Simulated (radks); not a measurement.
Sm V, 58 electrons, occupied as [Xe] 4f4.

Method: scalar-relativistic Kohn-Sham, r2SCAN, spin-unpolarised, spherical densities, finite nucleus; meta-GGA in the generalised Kohn-Sham scheme; Fermi nuclear charge, rms radius 5.0819 fm; computed with a radial shooting solver on a logarithmic mesh with Libxc functionals.

Energy parts (eV):
| part | energy |
|---|---|
| total | -283668.68 |
| kinetic | 303220.33 |
| electron-nucleus | -687547.75 |
| Hartree | 107024.48 |
| exchange-correlation | -6365.73 |

Orbitals (lengths in bohr, moments of r in powers of bohr):
| orbital | occ. | eigenvalue (eV) | <r^4> |
|---|---|---|---|
| 1s | 2 | -46796.88 | 1.319e-06 |
| 2s | 2 | -7712.403 | 0.0002123 |
| 2p | 6 | -6882.007 | 0.0001576 |
| 3s | 2 | -1740.543 | 0.008288 |
| 3p | 6 | -1479.573 | 0.008690 |
| 3d | 10 | -1126.272 | 0.007044 |
| 4s | 2 | -391.8594 | 0.2047 |
| 4p | 6 | -305.2395 | 0.2663 |
| 4d | 10 | -183.1476 | 0.4199 |
| 4f | 4 | -51.4340 | 1.825 |
| 5s | 2 | -88.3552 | 5.954 |
| 5p | 6 | -65.6598 | 9.833 |

The highest occupied level is 4f at -51.434 eV. The electron density at the nucleus is 5.566e+05 e/bohr^3 (large components only). The density falls to 0.001 e/bohr^3 at r = 3.14 bohr. For comparison, the ionisation energy in NIST's Atomic Spectra Database is 62.7 eV (semi-empirical). In exact Kohn-Sham theory the highest level is minus the ionisation energy, but local and semilocal functionals leave it too shallow, through self-interaction and a potential that decays too fast; potentials with the right tail come closer. Summed over all electrons, <r^2> = 32.90 bohr^2, which gives a Langevin (diamagnetic) susceptibility term of -26.1 x 10^-6 cm^3/mol.

Beside tabulated values, note that spin-unpolarised runs miss the spin-polarisation part of the exchange energy of open shells.
